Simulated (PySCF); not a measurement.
Selenium dioxide, O2Se, SMILES O=[Se]=O, point group C2v.

Level: PBE0/pcSseg-2 in PySCF (density fitting, grid level 2); geometry and Hessian at that level, cubic constants and property derivatives from steps of ±0.6 along each species' dimensionless normal coordinates, second-order vibrational perturbation theory. The parent has the commonest isotopes.

Equilibrium geometry (Å):

```json
{"atom": "O1", "x": "-1.1855", "y": "-0.6358", "z": "0.1752"}
{"atom": "Se2", "x": "-0.1106", "y": "0.3760", "z": "-0.4423"}
{"atom": "O3", "x": "1.3420", "y": "0.2496", "z": "0.2168"}
```

Species: parent. Output of the displacement run:

```
mode    cm-1    km/mol   phi_rrr   E(+)/cm-1  E(-)/cm-1
  1    385.26    26.32     -32.5      68.19      70.53
  2   1009.10    14.42    -203.5     174.50     189.13
  3   1045.95   134.23      -1.3     188.34     188.64
```

For the shielding of Se2 (σe = -443.25 ppm):

| mode | ω (cm⁻¹) | Σr φrrs (cm⁻¹) | ∂σ/∂q | ∂²σ/∂q² |
| --- | --- | --- | --- | --- |
| 1 | 385 | -42 | -16.129 | -13.211 |
| 2 | 1009 | -399 | -160.125 | -18.614 |
| 3 | 1046 | -1 | -0.229 | -9.043 |

Question: Work out the zero-point average of this shielding.

Answer: With ⟨qs⟩ = −Σr φrrs/(4ωs) and ⟨qs²⟩ = 1/2: the mean displacements are 0.027, 0.099, 0.000. The anharmonic term Σ (∂σ/∂q)⟨q⟩ is -16.25 ppm, the harmonic term ¼ Σ ∂²σ/∂q² is -10.22 ppm, so ⟨σ⟩ = -469.72 ppm.

Spin–orbit effects of the heavy atoms on shieldings are missing.
